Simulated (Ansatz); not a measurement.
F₂H₄N₂Sn, SMILES `[NH2][Sn]([NH2])([F])[F]`. Total charge 0; spin multiplicity 1. Sn takes the def2 core potential.

Cartesian coordinates in Å:
```
N 1.174 1.232 -0.536
Sn -0.411 0.094 -0.154
N -0.014 -1.497 0.969
F -1.843 0.973 0.759
F -1.145 -0.288 -1.877
H 1.535 1.717 0.275
H 1.003 1.907 -1.270
H 0.550 -2.197 0.504
H -0.850 -1.940 1.330
```

(1) List the harmonic frequencies (cm⁻¹, unscaled) at PBE0-D4/def2-TZVP in Ansatz. (Estimate.)

(2) Is this a minimum?

(3) Give the ideal-gas thermochemistry at 298.15 K and 1 bar (rigid rotor, harmonic oscillator; point group C2, symmetry number 2).

(4) And at 400, 500, 600, 800 and 1000 K?

(5) Rotational constants (cm⁻¹)?

## Answers

(1) Computed: 108, 121, 137, 169, 175, 187, 233, 540, 542, 629, 629, 662, 678, 872, 877, 1561, 1563, 3551, 3551, 3650, 3650.

(2) Yes, all 21 modes are real.

(3) Zero-point energy 144.1 kJ/mol; H(298) − E = 168.3 kJ/mol; entropy 370.4 J/(mol·K), of which translation 174.2, rotation 107.8, vibration 88.4; G(298) − E = 57.8 kJ/mol.

(4) 
```
T (K)  H − E (kJ/mol)  S (J/mol/K)  G − E (kJ/mol)
  400           181.1        407.4            18.2
  500           195.0        438.3           -24.2
  600           209.7        465.0           -69.4
  800           240.8        509.8          -167.0
 1000           273.8        546.6          -272.7
```

(5) 0.09809, 0.09139, 0.08662.
